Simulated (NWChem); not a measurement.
System meant: C$_{6}$H$_{13}$O, doublet; SMILES C(C(C)O)[C](C)C

Input file for NWChem:

```
start job
memory heap 200 mb stack 900 mb global 1100 mb
geometry units angstroms noautoz
  C      0.946939     2.206154    -0.050297
  C     -0.100847     1.139169     0.052162
  C     -1.457457     1.406988    -0.526598
  C      0.081007    -0.000256     1.018701
  C      0.207945    -1.408973     0.394354
  C      1.320066    -1.510723    -0.649746
  O     -1.064742    -1.737111    -0.170137
  H      0.958783     2.669555    -1.046387
  H      0.773786     3.030953     0.667608
  H      1.952896     1.819950     0.155202
  H     -2.063348     2.055874     0.134622
  H     -2.017110     0.478737    -0.671262
  H     -1.389796     1.929640    -1.490386
  H      0.980302     0.162118     1.627980
  H     -0.768784    -0.051686     1.718502
  H      0.430415    -2.108968     1.218698
  H      1.129591    -0.819393    -1.477142
  H      2.296526    -1.270811    -0.212404
  H      1.382819    -2.529544    -1.055143
  H     -0.970960    -2.578476    -0.643130
end
basis spherical
  C library def2-svp
  O library def2-svp
  H library def2-svp
end
dft
  odft
  mult 2
  xc xpbe96 cpbe96
  iterations 4
  mulliken
end
task dft energy
```

End of the output:

```
     --------------------------
     Expectation value of S2:
     --------------------------
      <S2> =      0.7532 (Exact =     0.7500)

 center of mass
 --------------
 x =  -0.04954074 y =  -0.05065699 z =   0.01875916

 moments of inertia (a.u.)
 ------------------
        1012.114827481427          -0.000000000000           0.000000000000
          -0.000000000000         504.381709905739          -0.000000000000
           0.000000000000          -0.000000000000        1243.610554539034

     Multipole analysis of the density
     ---------------------------------

     L   x y z        total         alpha         beta         nuclear
     -   - - -        -----         -----         ----         -------
     0   0 0 0     -0.000000    -29.000000    -28.000000     57.000000

     1   1 0 0      0.403138      0.288406      0.114732      0.000000
     1   0 1 0     -0.365735     -1.260284      0.894548      0.000000
     1   0 0 1     -0.095234     -0.118206      0.022972     -0.000000

     2   2 0 0    -35.200937   -134.310503   -131.976827    231.086393
     2   1 1 0     -0.235912      3.989604      3.420261     -7.645778
     2   1 0 1      0.663400      0.402168      0.072617      0.188615
     2   0 2 0    -30.571992   -280.770228   -272.617930    522.816167
     2   0 1 1      1.147718      0.093396      0.631370      0.422952
     2   0 0 2    -33.976802    -65.552762    -63.246500     94.822460

 ------------------------------------------------------------------------
 dft energy failed                                                                                  0
 ------------------------------------------------------------------------
 ------------------------------------------------------------------------
  current input line :
    37: task dft energy
 ------------------------------------------------------------------------
 ------------------------------------------------------------------------
 This type of error is most commonly associated with calculations not reaching convergence criteria
 ------------------------------------------------------------------------
 For more information see the NWChem manual at https://nwchemgit.github.io

0:dft energy failed:Received an Error in Communication
```

### Question
Find the fault in this run and fix the input.

### Answer
The run did not converge; its last values are not results. Cause: the SCF was allowed too few iterations. This input runs:
```
start job
memory heap 200 mb stack 900 mb global 1100 mb
geometry units angstroms noautoz
  C      0.946939     2.206154    -0.050297
  C     -0.100847     1.139169     0.052162
  C     -1.457457     1.406988    -0.526598
  C      0.081007    -0.000256     1.018701
  C      0.207945    -1.408973     0.394354
  C      1.320066    -1.510723    -0.649746
  O     -1.064742    -1.737111    -0.170137
  H      0.958783     2.669555    -1.046387
  H      0.773786     3.030953     0.667608
  H      1.952896     1.819950     0.155202
  H     -2.063348     2.055874     0.134622
  H     -2.017110     0.478737    -0.671262
  H     -1.389796     1.929640    -1.490386
  H      0.980302     0.162118     1.627980
  H     -0.768784    -0.051686     1.718502
  H      0.430415    -2.108968     1.218698
  H      1.129591    -0.819393    -1.477142
  H      2.296526    -1.270811    -0.212404
  H      1.382819    -2.529544    -1.055143
  H     -0.970960    -2.578476    -0.643130
end
basis spherical
  C library def2-svp
  O library def2-svp
  H library def2-svp
end
dft
  odft
  mult 2
  xc xpbe96 cpbe96
  iterations 150
  mulliken
end
task dft energy
```
It converges to -310.98817 Ha (PBE/def2-SVP, spin-unrestricted).
